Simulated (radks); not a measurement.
The numbers below are computed, except where a source is named.
The palladium ion Pd0.375+, configuration [Ar] 3d10 4s2 4p5.625 4d10 (fractional occupations, a model configuration).

Code: a radial shooting solver on a logarithmic mesh with Libxc functionals. Model: scalar-relativistic Kohn-Sham, SCAN, spin-unpolarised, spherical densities, finite nucleus; meta-GGA in the generalised Kohn-Sham scheme; Fermi nuclear charge, rms radius 4.5318 fm.

Energy parts (hartree):
part                        energy
total                  -5046.10388
kinetic                 5234.08646
electron-nucleus      -12186.18534
Hartree                 2050.63211
exchange-correlation    -144.63711

Orbitals (lengths in bohr, moments of r in powers of bohr; r(90%) holds 90 % of the orbital's charge):
| orbital | occ. | eigenvalue (hartree) | r(90%) | <1/r> | <r^4> |
|---|---|---|---|---|---|
| 1s | 2 | -890.0386 | 0.0571 | 48.23 | 4.892e-06 |
| 2s | 2 | -130.6373 | 0.214 | 10.96 | 0.0008744 |
| 2p | 6 | -117.0150 | 0.196 | 10.58 | 0.0006283 |
| 3s | 2 | -23.91510 | 0.557 | 3.839 | 0.04117 |
| 3p | 6 | -19.39431 | 0.569 | 3.651 | 0.04447 |
| 3d | 10 | -12.24826 | 0.566 | 3.418 | 0.04390 |
| 4s | 2 | -3.39128 | 1.38 | 1.445 | 1.572 |
| 4p | 5.625 | -2.10002 | 1.54 | 1.295 | 2.490 |
| 4d | 10 | -0.29470 | 2.48 | 0.9101 | 18.74 |

The highest occupied level is 4d at -8.019 eV. The density falls to 0.001 e/bohr^3 at r = 3.87 bohr. Summed over all electrons, <r^2> = 40.56 bohr^2, which gives a Langevin (diamagnetic) susceptibility term of -32.1 x 10^-6 cm^3/mol.
